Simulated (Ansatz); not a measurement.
Molecule: Al2H4, charge 0, multiplicity 1. 
Coordinates optimised at B3LYP-D3(BJ)/def2-TZVP (Ansatz, a quantum-chemistry and plane-wave program):
```
Al
H 1 1.5905
H 1 1.5905 2 116.05
Al 1 2.5886 2 121.97 3 180.00
H 4 1.5905 1 121.97 2 -90.00
H 4 1.5905 5 116.05 1 180.00
```

Parts of the frozen-core correlation energy in STO-3G (Ansatz, hartree). Frozen orbitals: 10; correlated occupied orbitals by spin: 5 and 5; virtual: 7 and 7. Spin-orbit coupling is left out. Non-relativistic.

```tsv
term	value
reference (HF)	-480.28130
MP2 opposite-spin	-0.05982
MP2 same-spin	-0.00216
CCSD correlation	-0.09130
(T)	-0.00099
FCI minus CCSD(T)	-0.00053
T1 diagnostic	0.008
largest doubles amplitude	0.094
```
